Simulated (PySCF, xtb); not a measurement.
C2H8N2Si2, SMILES CN[Si@H]1C=N[SiH2]1.

xtb 6.7.1 with GFN2-xTB at its own geometry gives an orbital gap of 2.12 eV and a dipole moment of 3.61 D.

The structure is a stationary point at PBE0-D3(BJ)/def2-SVP. The structure was generated by enumeration; whether it is a known compound was not checked. The values are those of a single conformer.

Problem. What does ωB97X/def2-TZVP (PySCF) give? (The exact figures need the calculation; the answer reports its results.)

Solution. gap 9.96 eV (levels -8.77 and 1.20 eV), dipole 3.25 D.
